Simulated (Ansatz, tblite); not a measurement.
Adding an electron: K4⁺ (the lowest doublet isomer of a short search). Charge 1, multiplicity 2. Geometry: B3LYP/def2-TZVP. Ansatz, gas phase; energy differences of separate SCF runs; the reduced species is a singlet (the triplet lies 0.26 eV higher at PBE0/def2-TZVP).

Cartesian coordinates in Å:
```
K -1.487 -2.539 -2.927
K 1.764 0.247 -1.044
K -1.714 -0.328 1.113
K 1.437 2.620 2.858
```

The xTB rows come from tblite. The structure comes from a short search, and lower isomers may exist.

```json
{"level": "GFN1-xTB", "−HOMO (eV)": "–", "−LUMO (eV)": "–", "vertical EA (eV)": "11.04", "HOMO–LUMO gap (eV)": "–", "remarks": "–"}
{"level": "PBE/def2-TZVP", "−HOMO (eV)": "5.21", "−LUMO (eV)": "4.80", "vertical EA (eV)": "3.51", "HOMO–LUMO gap (eV)": "0.41", "remarks": "restricted singlet, untested (singlet)"}
{"level": "PBE0/def2-TZVP", "−HOMO (eV)": "5.58", "−LUMO (eV)": "4.29", "vertical EA (eV)": "3.42", "HOMO–LUMO gap (eV)": "1.30", "remarks": "restricted singlet, untested (singlet)"}
```

(1) Estimate the rows for GFN2-xTB, r2SCAN/def2-TZVP.

## Answers

(1) 
| level | −HOMO (eV) | −LUMO (eV) | vertical EA (eV) | HOMO–LUMO gap (eV) | remarks |
| --- | --- | --- | --- | --- | --- |
| GFN2-xTB | – | – | 5.90 | – | – |
| r2SCAN/def2-TZVP | 5.22 | 4.25 | 3.27 | 0.97 | restricted singlet, untested (singlet), spin-contaminated (⟨S²⟩ 0.85) (+1 doublet) |

  HOMO and LUMO are the levels of the spin that leaves or enters (xTB has no such levels and no spin-polarisation term). Other spin states of the ions may lie lower, which would lower the ionisation energy or raise the affinity. Raw xTB energy differences between charge states are shifted by several eV; the methods need an empirical correction for them.
